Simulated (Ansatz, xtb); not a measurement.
**C2H8BO+: which of two conformers lies lower**

We compare I, `CCB[OH2+]`, a singlet, with II, `CCB[OH2+]`, a singlet. Both are isolated ions in the gas phase, relaxed with PBE0-D3(BJ)/pcseg-1.

I (Å):

```yaml
atoms:
  - { symbol: C, position_ang: [1.7829, -1.0775, 1.1165] }
  - { symbol: C, position_ang: [0.6527, -0.1522, 0.6767] }
  - { symbol: B, position_ang: [0.9822, 0.9975, -0.2629] }
  - { symbol: O, position_ang: [2.3934, 1.0991, -0.6590] }
  - { symbol: H, position_ang: [2.2420, -1.6101, 0.2712] }
  - { symbol: H, position_ang: [2.5621, -0.5479, 1.6833] }
  - { symbol: H, position_ang: [1.4097, -1.8573, 1.7877] }
  - { symbol: H, position_ang: [-0.1700, -0.7106, 0.1933] }
  - { symbol: H, position_ang: [0.1353, 0.3030, 1.5411] }
  - { symbol: H, position_ang: [0.3314, 1.8562, -0.7608] }
  - { symbol: H, position_ang: [3.0535, 0.4538, -0.3234] }
  - { symbol: H, position_ang: [2.7592, 1.7819, -1.2553] }
```

II (Å):

```yaml
atoms:
  - { symbol: C, position_ang: [2.5198, -0.5754, -2.1401] }
  - { symbol: C, position_ang: [1.0091, -0.4192, -2.3472] }
  - { symbol: B, position_ang: [0.2201, 0.0485, -1.1366] }
  - { symbol: O, position_ang: [-0.9996, 0.8391, -1.3962] }
  - { symbol: H, position_ang: [2.7438, -1.1955, -1.2658] }
  - { symbol: H, position_ang: [2.9717, -1.0534, -3.0138] }
  - { symbol: H, position_ang: [3.0045, 0.3966, -2.0032] }
  - { symbol: H, position_ang: [0.7850, 0.1486, -3.2642] }
  - { symbol: H, position_ang: [0.5705, -1.4252, -2.5307] }
  - { symbol: H, position_ang: [0.3463, -0.1339, 0.0305] }
  - { symbol: H, position_ang: [-1.2806, 1.1088, -2.2947] }
  - { symbol: H, position_ang: [-1.6079, 1.1356, -0.6896] }
```

Energies in hartree; the thermal terms are from PBE0-D3(BJ)/pcseg-1 harmonic frequencies (ideal gas, rigid rotor, one conformer each, 298.15 K, 1 atm) and include the zero-point energy:

|  | I | II |
| --- | --- | --- |
| E, CCSD(T)/def2-SVP | −180.198695 | −180.196930 |
| E, MP2/def2-SVP | −180.134517 | −180.132573 |
| E, MP2/def2-TZVPP | −180.473157 | −180.470525 |
| zero-point energy | 0.104266 | 0.104496 |
| H(298 K) − E | 0.111300 | 0.111617 |
| G(298 K) − E | 0.075927 | 0.075969 |

Task: Correct the CCSD(T) difference for the basis set by the MP2 change, then work out ΔE, ΔE₀, ΔH and ΔG for I → II in kcal/mol (1 Eh = 627.51 kcal/mol) and the equilibrium ratio [II]/[I].

Result: 1. Differences II − I: CCSD(T) +0.001765, MP2 in the small set +0.001944, MP2 in the large set +0.002632 Eh.
2. ΔE = +0.001765 + (+0.002632 − (+0.001944)) = +0.002453 Eh = +1.54 kcal/mol.
3. ΔE₀ = ΔE + ΔZPE = +0.002453 + (+0.000230) Eh = +1.68 kcal/mol.
4. ΔH = ΔE + (+0.000317) Eh = +1.74 kcal/mol.
5. ΔG = ΔE + (+0.000042) Eh = +1.57 kcal/mol, so ΔS = (ΔH − ΔG)/T = +2.4 J/(mol K).
6. kT = 0.9442 mEh, so K = [II]/[I] = exp(−ΔG/kT) = exp(−2.64) ≈ 0.071.

Structure I is favoured at this temperature. An error of 1 kcal/mol in ΔG would change K by a factor of 5.4. Mirror images and further conformers aren't counted.

Other levels gave ΔE = +1.8 (PBE0-D3(BJ)/pcseg-1); +0.4 (HF/def2-SVP); +1.2 (MP2/def2-SVP); +1.1 (CCSD(T)/def2-SVP) kcal/mol. The correlated steps freeze 4 core orbitals. Programs: Ansatz 0.2.0.
